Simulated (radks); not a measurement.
Values are calculated unless marked as measured or tabulated.
All-electron atom: Tb3+ in [Xe] 4f7 5d1 (not the ground configuration).

Code: a radial shooting solver on a logarithmic mesh with Libxc functionals. Model: scalar-relativistic Kohn-Sham, LDA (Slater exchange, Perdew-Wang correlation), spin-unpolarised, spherical densities, finite nucleus; Fermi nuclear charge, rms radius 5.06 fm.

Energy parts (Ry):
total: -23396.4833
kinetic: 25172.2090
electron-nucleus: -57009.2829
Hartree: 8933.8340
exchange-correlation: -493.2434

Orbitals (lengths in bohr, moments of r in powers of bohr; r(90%) holds 90 % of the orbital's charge):
1s: occ. 2; eigenvalue (Ry) -3810.413; r(90%) 0.0390; <r^4> 1.066e-06; <r> 0.02152
2s: occ. 2; eigenvalue (Ry) -634.2782; r(90%) 0.142; <r^4> 0.0001686; <r> 0.09157
2p: occ. 6; eigenvalue (Ry) -564.2580; r(90%) 0.132; <r^4> 0.0001263; <r> 0.08092
3s: occ. 2; eigenvalue (Ry) -143.1113; r(90%) 0.351; <r^4> 0.006495; <r> 0.2397
3p: occ. 6; eigenvalue (Ry) -121.5106; r(90%) 0.357; <r^4> 0.006811; <r> 0.2383
3d: occ. 10; eigenvalue (Ry) -93.27142; r(90%) 0.337; <r^4> 0.005406; <r> 0.2167
4s: occ. 2; eigenvalue (Ry) -30.73980; r(90%) 0.776; <r^4> 0.1578; <r> 0.5404
4p: occ. 6; eigenvalue (Ry) -23.59772; r(90%) 0.831; <r^4> 0.2063; <r> 0.5716
4d: occ. 10; eigenvalue (Ry) -13.78089; r(90%) 0.928; <r^4> 0.3186; <r> 0.6185
4f: occ. 7; eigenvalue (Ry) -3.07057; r(90%) 1.32; <r^4> 1.490; <r> 0.7864
5s: occ. 2; eigenvalue (Ry) -5.93844; r(90%) 1.83; <r^4> 4.893; <r> 1.277
5p: occ. 6; eigenvalue (Ry) -4.13442; r(90%) 2.14; <r^4> 8.959; <r> 1.470
5d: occ. 1; eigenvalue (Ry) -1.97694; r(90%) 3.07; <r^4> 37.34; <r> 2.047

The highest occupied level is 5d at -26.898 eV. Summed over all electrons, <r^2> = 37.06 bohr^2, which gives a Langevin (diamagnetic) susceptibility term of -29.3 x 10^-6 cm^3/mol. The electron density at the nucleus is 7.174e+05 e/bohr^3 (large components only).
